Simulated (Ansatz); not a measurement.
`[OH][GeH]1[CH2]O[SiH2]1` at its PBE0-D4/def2-TZVP geometry, where that method's forces vanish. Total charge 0; spin multiplicity 1.

```xyz
11

O    -0.9097    1.4453    1.6152
Ge    0.1228    0.1495    0.9496
C    -0.8446   -1.0236   -0.3599
O    -0.0118   -0.8243   -1.5132
Si    1.0848    0.3995   -1.2139
H    -0.7977    1.5484    2.5621
H     0.8225   -0.5493    2.1379
H    -1.8622   -0.6725   -0.5526
H    -0.8754   -2.0863   -0.1084
H     2.4740   -0.0280   -1.5334
H     0.7973    1.6413   -1.9833
```

Question: What forces (eV/Å) does ωB97M-V/def2-TZVPP give on these atoms in the Gaussian-basis code of Ansatz? (Best estimate.)

Answer: The calculation gave: 
```
O1  -0.011  0.030  0.082
Ge2  0.139 -0.118 -0.090
C3  -0.227 -0.085  0.273
O4   0.119  0.027 -0.171
Si5  0.121  0.105 -0.081
H6  -0.032  0.015 -0.039
H7  -0.070  0.053 -0.094
H8   0.089 -0.042  0.010
H9  -0.008  0.097 -0.035
H10 -0.163  0.061  0.046
H11  0.042 -0.143  0.099
```
